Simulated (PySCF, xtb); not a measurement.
BeF2, SMILES [F][Be][F].

Harmonic wavenumbers (cm⁻¹) from xtb 6.7.1 with GFN2-xTB at its own minimum, in rising order: 238, 238, 697, 1533.

What does PBE0-D3(BJ)/def2-TZVP run with PySCF 2.14.0 give at its own minimum? (Estimate from the structure and the level; the computed values follow.)

344, 344, 725, 1572. Paired by order, the mean absolute difference is 70 cm⁻¹ and the zero-point energies are 3.9 and 4.3 kcal/mol.
